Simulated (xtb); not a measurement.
In(F)(Br)(Me) (CH₃BrFIn), SMILES [CH3][In]([Br])[F]. All values are semi-empirical tight-binding results from xtb (GFN2-xTB unless named), good for trends rather than for accurate numbers. Geometry optimised at GFN2-xTB.

Optimised geometry:

Bond lengths (Å): In1–F2 1.977, In1–Br3 2.489, In1–C4 2.229, C4–H5 1.085, C4–H6 1.085, C4–H7 1.084. Bond angles (°): F2–In1–Br3 109.3, F2–In1–C4 112.6, Br3–In1–C4 138.1, In1–C4–H5 108.5, In1–C4–H6 108.1, In1–C4–H7 105.0, H5–C4–H6 111.2, H5–C4–H7 112.1, H6–C4–H7 111.6.
Charge 0, spin multiplicity 1.

For metal compounds this method's bond lengths and energies can be far off.

```json
{
 "orbital_gap": "2.92 eV",
 "zero_point_energy": "22.3 kcal/mol",
 "G − E(el) at 298.15 K (modified RRHO)": "0.5 kcal/mol"
}
```

Computed atomic charges and the Wiberg bond orders between heavy atoms:
charges (e) In1 0.31, F2 -0.35, Br3 -0.12, C4 -0.13, H5 0.09, H6 0.09, H7 0.11. Bond orders In1–F2 0.92, In1–Br3 1.03, In1–C4 0.75.
